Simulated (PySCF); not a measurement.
These compounds are isomers of formula C$_{6}$H$_{12}$Si$_{2}$.

A. `InChI=1S/C6H12Si2/c1-3-5(2)6-4-7-8-6/h3-5H,1,7-8H2,2H3/t5-/m1/s1`
B. `InChI=1S/C6H12Si2/c1-3-8(2)6-4-7-5-6/h3-4,8H,1,5,7H2,2H3/t8-/m0/s1`
C. SMILES C=C[C@H]([SiH3])C1=C[SiH2]C1

Spectrum 1. ¹H NMR (400 MHz, computed): δ 6.43 (m, 1H), 5.63 (m, 1H), 5.35 (m, 1H), 5.23 (m, 1H), 4.85 (m, 1H), 4.84 (m, 1H), 3.94 (d, 3H), 3.48 (m, 1H), 1.98 (m, 1H), 1.83 (m, 1H). ¹³C{¹H} NMR (computed): δ 175.1 (C), 143.0 (CH), 128.8 (CH), 118.8 (CH2), 47.6 (CH), 17.0 (CH2).

Spectrum 2. ¹H NMR (400 MHz, computed): δ 6.82 (m, 1H), 6.52 (m, 1H), 6.46 (m, 1H), 6.05 (m, 1H), 5.29 (m, 1H), 5.28 (m, 1H), 4.79 (m, 1H), 2.09 (m, 1H), 2.03 (m, 1H), 0.26 (d, 3H). ¹³C{¹H} NMR (computed): δ 181.6 (C), 159.1 (CH), 142.6 (CH), 141.8 (CH2), 22.8 (CH2), -4.4 (CH3).

Spectrum 3. ¹H NMR (400 MHz, computed): δ 7.07 (m, 1H), 5.77 (m, 1H), 5.48 (m, 1H), 5.37 (m, 1H), 4.82 (m, 1H), 4.78 (m, 1H), 4.63 (m, 1H), 4.62 (m, 1H), 2.88 (m, 1H), 1.23 (d, 3H). ¹³C{¹H} NMR (computed): δ 187.2 (C), 157.4 (CH), 150.2 (CH), 123.1 (CH2), 52.1 (CH), 24.0 (CH3).

PySCF calculation with GIAO PBE0/pcSseg-1 shieldings and geometry: GFN2-xTB; non-relativistic, one averaged value for each set of equivalent atoms, isolated molecule, single conformer.

δ = σ(ref) − σ, references computed at the same level: TMS for ¹H (σref 31.72) and ¹³C (σref 186.93). Where no couplings were computed, multiplicities follow the n + 1 count of equivalent neighbours, and m marks all less simple cases (inequivalent or close neighbours, rings, F or P nearby). Shifts are as computed. Against solution values, carbons near 30 ppm lie about +3 ppm off and those near 130 ppm about +5 ppm. Of 1211 compounds with measured shifts, 218 miss one by over three times the rms of a fit or turn the order of signals round; such compounds aren't used in these exercises.

Which spectrum belongs to which compound?

Answers

1–C, 2–B, 3–A.

- Spectrum 1 (C): 6 ¹³C signals; δC 143.0 is an alkene CH; δC 128.8 is an alkene CH.
- Spectrum 2 (B): 6 ¹³C signals; δC 159.1 is an alkene CH; δC 142.6 is an alkene CH.
- Spectrum 3 (A): 6 ¹³C signals; δC 157.4 is an alkene CH; δC 150.2 is an alkene CH.
